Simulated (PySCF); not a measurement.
## Core-level binding energies of `C#C[C@@H]1C[Si@@H](N)C[C@@H]1C`

Species: C₇H₁₃NSi.
Structure used (PBE0-D3(BJ)/def2-SVP), in Å, numbered top down from 1:
```
atom  x, y, z in Å
C1     3.3197   -1.1954    0.6215
C2     2.1682   -0.8178    0.6446
C3     0.7793   -0.3735    0.6569
C4    -0.1867   -1.3599   -0.0439
Si5   -1.7445   -0.3119   -0.2804
N6    -2.9455   -0.7157    0.9149
C7    -0.9318    1.3460    0.1417
C8     0.5774    1.0478    0.0592
C9     1.0917    1.1534   -1.3707
H10    4.3400   -1.5311    0.6079
H11    0.4698   -0.3089    1.7164
H12   -0.3417   -2.2616    0.5670
H13    0.2309   -1.6893   -1.0081
H14   -2.2446   -0.3737   -1.6967
H15   -3.7052   -0.0571    1.0595
H16   -3.3250   -1.6578    0.8992
H17   -1.2166    2.1929   -0.5003
H18   -1.2173    1.6029    1.1760
H19    1.1448    1.7602    0.6822
H20    0.9805    2.1823   -1.7450
H21    2.1547    0.8768   -1.4325
H22    0.5331    0.4959   -2.0571
```

Computed, not measured: PySCF, delta-SCF UKS SCAN, pcX-2 on the ionised atom, pcseg-1 elsewhere, spin-free X2C. These are vertical core ionisation energies against the vacuum level, from separate self-consistent calculations with and without the core hole.

Give the core binding energies atom by atom.

```
atom(s)                  environment     level  binding energy (eV)  2p1/2 (eV)  above the level's lowest (eV)  count
    Si5                  SiH silicon  Si 2p3/2               106.24      106.87                           0.00      1
     C1       terminal alkyne carbon      C 1s               289.70           –                           0.00      1
     C7  sp3 carbon bound to silicon      C 1s               289.72           –                          +0.02      1
     C4  sp3 carbon bound to silicon      C 1s               289.75           –                          +0.05      1
     C2                alkyne carbon      C 1s               290.25           –                          +0.55      1
     C9                methyl carbon      C 1s               290.26           –                          +0.56      1
     C8                sp3 CH carbon      C 1s               290.43           –                          +0.73      1
     C3           propargylic carbon      C 1s               291.01           –                          +1.31      1
     N6       silicon-bound nitrogen      N 1s               404.49           –                           0.00      1
    Si5                  SiH silicon     Si 1s              1846.11           –                           0.00      1
```

Lowest listed C 1s: C1, bonded to C (triple bond) and H. Highest, 1.31 eV above it: C3, bonded to 3 C and H. Summing the Pauling electronegativity differences to the bonded atoms, each weighted by its formal bond order, gives -0.35 for the lowest site and -0.35 for the highest; the largest sum, 0.00, belongs to C2, 0.76 eV below the top. The smallest sum, -1.35, belongs to C7, 0.02 eV above the lowest. The values 289.70, 289.72 and 289.75 eV; the values 290.25 and 290.26 eV lie too close for their order to be trusted.

Which effective nuclear charge Zeff reproduces each element's mean 1s value in the hydrogen-like formula E = 13.606 eV × Zeff²?

C (Z = 6): mean 290.2 eV, Zeff = 4.62, Z − Zeff = 1.38; N (Z = 7): mean 404.5 eV, Zeff = 5.45, Z − Zeff = 1.55; Si (Z = 14): mean 1846.1 eV, Zeff = 11.65, Z − Zeff = 2.35. Means run over the listed sites, weighted by atom count.

What is the C 1s shift of C3 against C7?

291.01 − 289.72 = +1.29 eV, or +124 kJ/mol.

The unrestricted hole states depart most from a pure doublet (⟨S²⟩ = 0.75; over 0.85 named) for C 1s of C2 (0.87), which makes this value less certain. 2p3/2 and 2p1/2 are the ΔSCF energy of one spin-free 2p hole plus the eigenvalues of a spin–orbit and ligand-field matrix of the shell. 2p1/2 minus 2p3/2 (ligand field included): Si 0.62 eV. Isolated species at its PBE0-D3(BJ)/def2-SVP geometry (one conformer only).

Time: 4.7 min of wall time; peak memory 0.73 GiB. Hardware: Intel Xeon Platinum 8259CL at 2.50 GHz, one thread (shared host).
